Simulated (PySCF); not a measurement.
An equivalent PySCF input for F (fluorine, neutral), [He] 2s2 2p5, 2P determinant, with scalar relativity by spin-free X2C-1e:

```python
from pyscf import gto, scf, dft, mp, cc
import basis_set_exchange as bse
mol = gto.M(atom="F 0 0 0", charge=0, spin=1, symmetry="D2h",
            basis=gto.basis.parse(bse.get_basis("x2c-TZVPall", elements=["F"], fmt="nwchem", header=False)),
            nucmod="G")
mf = scf.UHF(mol).sfx2c1e()
mf.irrep_nelec = {'Ag': (2, 2), 'B1u': (1, 1), 'B2u': (1, 1), 'B3u': (1, 0)}
mf.kernel()
```

It reaches the same state as the run whose output follows, and the same energy. The run itself started from symmetry-adapted Hartree-Fock orbitals and held the occupation by maximum overlap, so the iterations belong to that start.

```
SCF conv_tol = 1e-09
number electrons alpha = 5  beta = 4
cycle= 1 E= -99.4986443389445  delta_E= -0.0043  |g|= 0.0288  |ddm|= 0.0244
cycle= 2 E= -99.498845759518  delta_E= -0.000201  |g|= 0.00659  |ddm|= 0.00622
cycle= 3 E= -99.498858749686  delta_E= -1.3e-05  |g|= 0.000543  |ddm|= 0.00243
cycle= 4 E= -99.4988590010838  delta_E= -2.51e-07  |g|= 0.000263  |ddm|= 0.000492
cycle= 5 E= -99.4988590583373  delta_E= -5.73e-08  |g|= 0.000101  |ddm|= 0.000255
cycle= 6 E= -99.4988590666693  delta_E= -8.33e-09  |g|= 1.67e-05  |ddm|= 0.000123
cycle= 7 E= -99.4988590668885  delta_E= -2.19e-10  |g|= 2.37e-06  |ddm|= 1.74e-05
converged SCF energy = -99.4988590668885  <S^2> = 0.75366999  2S+1 = 2.0036666
```
